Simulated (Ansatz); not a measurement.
`C[Si](C)(C)[Si](C)(C)[Si](C)(C)C` with charge +1, relaxed as a doublet with UKS PBE-D4/def2-SVP in Ansatz, starting from the PBE-D4/def2-SVP geometry of the neutral singlet. Force threshold 0.03 eV/Å.

Start:

Cartesian coordinates in Å:
```
C -0.8866 0.7976 -2.5745
Si -1.4991 1.0228 -0.7874
C -2.9524 -0.1612 -0.4656
C -2.1015 2.8140 -0.5605
Si 0.2395 0.5876 0.7441
C 1.5179 2.0069 0.6653
C -0.4978 0.4960 2.5056
Si 1.3268 -1.4454 0.2517
C 0.0555 -2.8368 -0.0081
C 2.4688 -1.9127 1.7008
C 2.3772 -1.2501 -1.3219
H -1.6772 1.0742 -3.3038
H -0.5998 -0.2563 -2.7695
H 0.0001 1.4323 -2.7787
H -3.7889 0.0338 -1.1697
H -3.3424 -0.0378 0.5658
H -2.6452 -1.2202 -0.5849
H -2.4646 2.9851 0.4740
H -1.2847 3.5389 -0.7563
H -2.9360 3.0453 -1.2559
H 1.9521 2.0899 -0.3521
H 1.0484 2.9810 0.9158
H 2.3519 1.8368 1.3779
H -1.0152 1.4407 2.7744
H -1.2358 -0.3287 2.5813
H 0.2948 0.3143 3.2611
H 0.5610 -3.8132 -0.1652
H -0.6139 -2.9392 0.8708
H -0.5799 -2.6378 -0.8955
H 3.2246 -1.1214 1.8847
H 3.0118 -2.8588 1.4917
H 1.8907 -2.0523 2.6374
H 1.7504 -0.9764 -2.1950
H 2.9095 -2.1940 -1.5653
H 3.1400 -0.4550 -1.1924
```

(1) Estimate the energy that the relaxation releases and the steps that it takes.

(2) Does the start keep its bonding and symmetry?

(3) Predict the relaxed structure.

Results:

(1) 51.5 kJ/mol, in 9 steps; 25 s on 2 threads of AMD EPYC 7R13 on a shared host and a share (18 GiB) of an NVIDIA H100 80GB HBM3. No frequencies were taken in this run, so the end may be a saddle point.

(2) By distances, no bond broke or formed. The bond that changes most is Si2–Si5, from 2.36 to 2.46 Å (atoms count from 1). Point group C2 at the start, C2 at the end, both within 0.05 Å.

(3) 
Cartesian coordinates in Å:
```
C -0.8715 0.4953 -2.5695
Si -1.4936 0.8537 -0.8353
C -2.8991 -0.2548 -0.2657
C -1.8636 2.6944 -0.5726
Si 0.2765 0.6785 0.8594
C 1.5461 2.0576 0.7296
C -0.4834 0.5497 2.5730
Si 1.2544 -1.4406 0.0918
C -0.0449 -2.7437 -0.2780
C 2.2198 -1.8211 1.6784
C 2.3774 -1.0252 -1.3556
H -1.6626 0.7906 -3.2933
H -0.6614 -0.5808 -2.7307
H 0.0370 1.0817 -2.8154
H -3.7768 -0.0697 -0.9235
H -3.2073 -0.0277 0.7748
H -2.6498 -1.3313 -0.3381
H -2.1535 2.9289 0.4713
H -1.0162 3.3428 -0.8711
H -2.7307 2.9368 -1.2282
H 1.9326 2.1789 -0.3014
H 1.1027 3.0215 1.0582
H 2.4065 1.8532 1.4025
H -1.0503 1.4748 2.8132
H -1.1720 -0.3132 2.6649
H 0.3128 0.4519 3.3411
H 0.4684 -3.7204 -0.4173
H -0.7635 -2.8641 0.5579
H -0.6066 -2.5301 -1.2092
H 2.9330 -1.0170 1.9498
H 2.8098 -2.7431 1.4732
H 1.5536 -2.0250 2.5400
H 1.8141 -0.7186 -2.2585
H 2.9589 -1.9364 -1.6177
H 3.1033 -0.2277 -1.0983
```
Bond lengths: 8 × C–Si 1.88 to 1.90 Å; 2 × Si–Si 2.46 Å; 24 × C–H 1.11 Å.
